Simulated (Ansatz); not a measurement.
The cluster Ag2Au⁺. Total charge 1; triplet. Geometry r2SCAN-D4/def2-TZVP, that of the neutral doublet; atoms count from 1.

```xyz
3

Au    0.7448   -1.2624   -0.5650
Ag    0.1497    0.4154    1.4534
Ag   -0.8945    0.8470   -0.8884
```

In the def2 sets Ag, Au take a core potential; there is no spin–orbit coupling. At PBE0-D4/def2-TZVP a singlet of charge 1 lies 2.69 eV below the triplet at the same geometry. The structure comes from a short search, and lower isomers may exist.

Problem. Estimate the Mulliken populations from the PBE0/def2-TZVP orbitals of Ansatz.

Solution. 
```tsv
atom	charge (e)	spin (α − β)	d electrons
Au1	0.38	0.97	9.71
Ag2	0.31	0.52	9.95
Ag3	0.31	0.52	9.95
```
Mulliken values and Mayer orders depend strongly on the basis.

Problem. Where does the spin sit?

Solution. Summed by element: Au 0.97, Ag 1.03, of 2 unpaired in all. Largest on single atoms: Au1 0.97, Ag2 0.52, Ag3 0.52.

Problem. And the Mayer bond orders between bonded heavy atoms (over 0.3)?

Solution. Au1–Ag2 0.32 (2.69 Å); Au1–Ag3 0.32 (2.69 Å); Ag2–Ag3 0.67 (2.60 Å).
